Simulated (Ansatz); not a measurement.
The same path of a periodic cell of 17 atoms, Li₁₆F (host Li, host structure bcc, interstitial F) was run twice with different band settings. Lost on the way: Li9–F17. Made: Li1–F17.

Level of theory: Ansatz 0.2.0, DFT PBE, scalar-relativistic, plane waves, PAW. Settings: cutoff 420 eV, k mesh 3x3x3, gaussian smearing 0.15 eV, no spin polarisation.

Relaxed end points:

```xyz
17
Lattice="6.9800 0.0000 0.0000 0.0000 6.9800 0.0000 0.0000 0.0000 6.9800" Properties=species:S:1:pos:R:3
Li 0.003 0.124 -0.168
Li 3.493 0.053 0.101
Li 0.003 3.370 -0.167
Li 0.003 -0.134 3.516
Li 1.718 1.746 1.774
Li 3.493 3.440 0.100
Li 3.491 -0.029 3.462
Li 5.268 1.746 1.774
Li 0.003 3.628 3.515
Li 1.610 5.237 1.721
Li 1.801 1.747 5.137
Li 3.491 3.523 3.461
Li 5.376 5.237 1.721
Li 5.183 1.747 5.137
Li 1.870 5.237 5.405
Li 5.118 5.237 5.404
F 0.001 5.236 2.620
```

```xyz
17
Lattice="6.9800 0.0000 0.0000 0.0000 6.9800 0.0000 0.0000 0.0000 6.9800" Properties=species:S:1:pos:R:3
Li -0.004 0.024 0.139
Li 3.488 -0.032 0.032
Li -0.005 3.319 -0.122
Li -0.004 0.024 3.352
Li 1.863 1.913 1.746
Li 3.486 3.585 -0.057
Li 3.489 -0.031 3.459
Li 5.107 1.914 1.746
Li -0.005 3.319 3.613
Li 1.605 5.209 1.746
Li 1.796 1.647 5.236
Li 3.486 3.585 3.548
Li 5.367 5.207 1.746
Li 5.178 1.645 5.236
Li 1.708 5.265 5.235
Li 5.264 5.265 5.235
F -0.003 6.104 1.745
```

Common settings: climbing image yes; optimiser quadratic models (default); force threshold 0.05 eV/Å; end points relaxed.

| run | movable images | spring | start path | iteration limit |
| --- | --- | --- | --- | --- |
| 1 | 5 | 2.0 to 10.0 eV/Å², energy-weighted | IDPP | 70 |
| 2 | 1 | 5.0 eV/Å² | default | 50 |

What does each run give, and how far can it be trusted?

Run 1: converged after 6 iterations, highest image 0.048 eV above the first end. By the program's own check the climbing image is of a kind that is not told: the force calls were inconclusive, a negative curvature could not be distinguished from the path's own, the only one lies far off the path, or fixed occupations may fill a level only in part (lowest curvatures found: 0.08 and 0.13 eV/Å²).
Run 2: converged after 7 iterations, highest image 0.048 eV above the first end. The order of the stationary point at the top wasn't checked. So few images can step over the top or miss a turn of the path.
Limits of this set-up: coarse k mesh, odd electron count without spin.
